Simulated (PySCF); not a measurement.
# Germanium: a sound run and one with changed settings

Sound run: Ge⁺ [Ar] 3d10 4s2 4p1, Ge²⁺ [Ar] 3d10 4s2. Computed with PySCF 2.14 in cc-pVTZ-DK (6s5p3d1f, 43 functions), with scalar relativity by spin-free X2C-1e. In the sound run the correlated levels freeze [Ar] 3d10. The sound run starts from symmetry-adapted Hartree-Fock orbitals and uses a fine grid where one is needed.

Changed run: basis STO-3G, all-electron and non-relativistic. This setting is unsound on purpose.

```json
{"species": "Ge⁺", "method": "UHF", "sound run (hartree)": "-2096.77952", "changed run (hartree)": "-2051.47666", "converged": "yes"}
{"species": "Ge⁺", "method": "B3LYP", "sound run (hartree)": "-2098.48548", "changed run (hartree)": "-2052.65342", "converged": "yes"}
{"species": "Ge⁺", "method": "TPSS", "sound run (hartree)": "-2098.40151", "changed run (hartree)": "-2052.62019", "converged": "yes"}
{"species": "Ge⁺", "method": "MP2", "sound run (hartree)": "-2096.81663", "changed run (hartree)": "-2051.49165", "converged": "yes"}
{"species": "Ge⁺", "method": "CCSD(T)", "sound run (hartree)": "-2096.83101", "changed run (hartree)": "-2051.50273", "converged": "yes"}
{"species": "Ge²⁺", "method": "UHF", "sound run (hartree)": "-2096.21923", "changed run (hartree)": "-2050.96627", "converged": "yes"}
{"species": "Ge²⁺", "method": "B3LYP", "sound run (hartree)": "-2097.90320", "changed run (hartree)": "-2052.11456", "converged": "yes"}
{"species": "Ge²⁺", "method": "TPSS", "sound run (hartree)": "-2097.82100", "changed run (hartree)": "-2052.08115", "converged": "yes"}
{"species": "Ge²⁺", "method": "MP2", "sound run (hartree)": "-2096.24766", "changed run (hartree)": "-2050.98943", "converged": "yes"}
{"species": "Ge²⁺", "method": "CCSD(T)", "sound run (hartree)": "-2096.25859", "changed run (hartree)": "-2051.00509", "converged": "yes"}
```

Ionisation energy of Ge⁺:

```tsv
method	sound run (eV)	changed run (eV)
UHF	15.246	13.888
B3LYP	15.845	14.663
TPSS	15.797	14.668
MP2	15.483	13.666
SCS-MP2	15.470	13.622
CCSD	15.555	13.542
CCSD(T)	15.576	13.542
```

A minimal basis cannot let orbitals breathe on ionisation and holds almost no correlation. The Hamiltonian changed with the basis, so the totals do not compare.

For comparison, NIST gives 15.935 eV between the lowest levels.
